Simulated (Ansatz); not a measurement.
`[SiH3][O][GeH2][Cl]` + H₂ → `[SiH3][O][GeH3]` + HCl at 600 K and 1 bar (hydrogenolysis of a Ge–Cl bond).

Isolated molecules relaxed with PBE0-D4/def2-TZVP in Ansatz; ΔE leaves out vibrations. CCSD(T)/CBS adds triple-zeta CCSD(T) − MP2 to the extrapolated MP2 energy (def2 sets, frozen cores). This one scheme is used for every species. For Ge outer-core shells are correlated without core-valence functions, which leaves a few kJ/mol of doubt a bond. Scalar relativity is left out up to krypton. Each species was taken in one conformer, which may not be the lowest.

```json
{"species": "`[SiH3][O][GeH2][Cl]`", "CCSD(T)/CBS energy (Eh)": "-2903.24621", "H − E (kJ/mol)": "183.5", "S (J/(mol·K))": "459.8"}
{"species": "H₂", "CCSD(T)/CBS energy (Eh)": "-1.17544", "H − E (kJ/mol)": "43.9", "S (J/(mol·K))": "150.8"}
{"species": "`[SiH3][O][GeH3]`", "CCSD(T)/CBS energy (Eh)": "-2444.01593", "H − E (kJ/mol)": "192.8", "S (J/(mol·K))": "424.7"}
{"species": "HCl", "CCSD(T)/CBS energy (Eh)": "-460.38127", "H − E (kJ/mol)": "35.4", "S (J/(mol·K))": "207.2"}
```

H − E and S are ideal-gas, rigid-rotor, harmonic terms from PBE0-D4/def2-TZVP, for one conformer and one mirror image of each species. For small species the MP2-based limit differs from directly extrapolated CCSD(T) by up to some mEh (0.8 for H₂); such offsets cancel only in part. 1 Eh = 2625.50 kJ/mol, R = 8.31446 J/(mol·K).

Problem. By hand: ΔE, ΔH, ΔS and ΔG.

Solution. ΔE = (-2444.01593) + (-460.38127) − (-2903.24621) − (-1.17544) = 0.02445 Eh = 64.2 kJ/mol. Δ(H − E) = 192.8 + 35.4 − 183.5 − 43.9 = 0.8, so ΔH = 65.0 kJ/mol. ΔS = 424.7 + 207.2 − 459.8 − 150.8 = 21.3 J/(mol·K). ΔG = 65.0 − 600 × (21.3)/1000 = 52.2 kJ/mol.

Problem. By hand: the equilibrium constant, and the temperature at which ΔG would vanish if ΔH and ΔS stayed fixed.

Solution. log₁₀ K = −ΔG/(RT ln 10) = -4.5. ΔG = 0 at ΔH/ΔS = 3052 K, far beyond where these terms or the molecules hold.

ΔH outweighs TΔS. A doubt of 5 kJ/mol in ΔE shifts log₁₀ K by 0.4 here. Other conformers and mirror images would add mixing entropy, several J/(mol·K) or more a flexible species. Modes under 60 cm⁻¹, often nearly free rotors, make the harmonic entropy too high. These are equilibria of isolated gas molecules and say nothing of rates. Largest T1 diagnostic: 0.012 (customary marks: 0.02 for closed shells, 0.045 for open ones).
